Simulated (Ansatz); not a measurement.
Geometry optimisation, RKS PBE-D4/def2-SVP (Ansatz 0.2.0).

input.yaml

```yaml
crystal:
  periodic: [false, false, false]
  atoms:
    - { symbol: C, position_ang: [-1.17324, -0.05005, -0.88844] }
    - { symbol: S, position_ang: [0.55344, 0.56976, -0.77658] }
    - { symbol: Si, position_ang: [0.52962, 2.62258, -0.96962] }
    - { symbol: F, position_ang: [2.0075, 3.14997, -0.88139] }
    - { symbol: H, position_ang: [-1.80246, 0.43812, -0.15256] }
    - { symbol: H, position_ang: [-1.50689, 0.2251, -1.886] }
    - { symbol: H, position_ang: [-1.20262, -1.1283, -0.78386] }
    - { symbol: H, position_ang: [-0.35427, 3.74078, -1.1571] }
total_charge: 1
basis:
  gaussian: { orbitals: def2-SVP }
hamiltonian:
  xc: pbe
  dispersion: d4
relax:
  f_tol: 0.015
  max_steps: 40
```

Run as:

```bash
$ ansatz run input.yaml --threads 1 --pin off --max-ram 2048MiB --backend cpu --events-out ev --progress --plain --runs-dir out
```

Task: Where does it end, and by what steps?

Result: The forces met the threshold. Limits of this set-up: the dipole of an ion depends on the origin. After 7 steps the energy has fallen by 0.218 eV; H8 moved furthest, 0.38 Å.

```json
{"step": "0", "energy less start (eV)": "0.0000", "largest force component (eV/Å)": "1.310", "accepted": "yes"}
{"step": "1", "energy less start (eV)": "-0.1881", "largest force component (eV/Å)": "0.401", "accepted": "yes"}
{"step": "2", "energy less start (eV)": "-0.2023", "largest force component (eV/Å)": "0.376", "accepted": "yes"}
{"step": "3", "energy less start (eV)": "-0.1945", "largest force component (eV/Å)": "0.832", "accepted": "no"}
{"step": "4", "energy less start (eV)": "-0.2127", "largest force component (eV/Å)": "0.232", "accepted": "yes"}
{"step": "5", "energy less start (eV)": "-0.2121", "largest force component (eV/Å)": "0.341", "accepted": "no"}
{"step": "6", "energy less start (eV)": "-0.2176", "largest force component (eV/Å)": "0.016", "accepted": "yes"}
{"step": "7", "energy less start (eV)": "-0.2180", "largest force component (eV/Å)": "0.006", "accepted": "yes"}
```

```xyz
8
Properties=species:S:1:pos:R:3
C -1.177 0.065 -0.935
S 0.629 0.482 -0.814
Si 0.619 2.521 -0.941
F 2.036 3.249 -0.878
H -1.773 0.612 -0.184
H -1.537 0.228 -1.967
H -1.194 -1.017 -0.700
H -0.552 3.428 -1.078
```

Time of the run: 66 s on 1 thread of Intel(R) Xeon(R) Processor @ 2.50GHz (Skylake/Cascade Lake), with other jobs on the host, peak memory 0.15 GiB.
